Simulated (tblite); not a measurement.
Task: Write Cartesian coordinates for InChI=1S/C3H11N2PSi2/c1-2-3-8(5,6)7-4/h4-7H2,1H3/t8-/m1/s1 as optimised with GFN2-xTB.

Result: 
```
atom  x, y, z in Å
C1     3.4995    1.2061   -0.5550
C2     2.2399    0.5134   -0.3966
C3     1.1925   -0.0737   -0.2829
Si4   -0.4582   -0.8691    0.0192
N5    -0.3037   -2.4668   -0.6366
P6    -0.7096   -1.2847    2.2404
Si7   -2.1830    0.4521   -0.8023
N8    -2.6501    1.4881    0.4915
H9     3.8819    1.5095    0.4198
H10    4.2288    0.5521   -1.0327
H11    3.3594    2.0931   -1.1728
H12   -0.8217   -3.2206   -0.2158
H13   -0.2586   -2.5897   -1.6342
H14    0.6093   -1.6375    2.4384
H15   -0.4661    0.0277    2.5974
H16   -1.7825    1.3622   -1.8792
H17   -3.2911   -0.3530   -1.3651
H18   -2.7485    1.1016    1.4173
H19   -3.3480    2.1985    0.3417
```

Orientation and origin are arbitrary. Atoms count from 1 in this order. N5 (silicon-bound nitrogen) has angles 119.4°, 119.1° and 110.2°, sum 348.8°, 0.23 Å off the plane of its three neighbours. Si7 (SiH2 silicon) is distorted tetrahedral (angles from 104.6° to 114.2°). N8 (silicon-bound nitrogen) has angles 120.0°, 119.1° and 109.8°, sum 348.9°, 0.23 Å off the plane of its three neighbours. P6 (three-coordinate phosphorus) is pyramidal (angles 94.7°, 93.4° and 92.1°, sum 280.2°, 0.85 Å off the plane of its three neighbours).

Bonds between heavy atoms (Å): C1–C2 1.446, C2≡C3 1.206, C3–Si4 1.857, Si4–N5 1.734, Si4–P6 2.274, Si4–Si7 2.323, Si7–N8 1.722.

The geometry is computed with GFN2-xTB (gas phase).

Point group: C1 (no symmetry element, even within 0.4 Å). Its GFN2-xTB frequencies are all real (lowest 18 cm⁻¹). The numbers are those of one conformer (C3–Si4–N5–H 149° and -71°, C3–Si4–P6–H -38° and 55°, C3–Si4–Si7–N8 -90°, Si4–Si7–N8–H -44° and 176°).
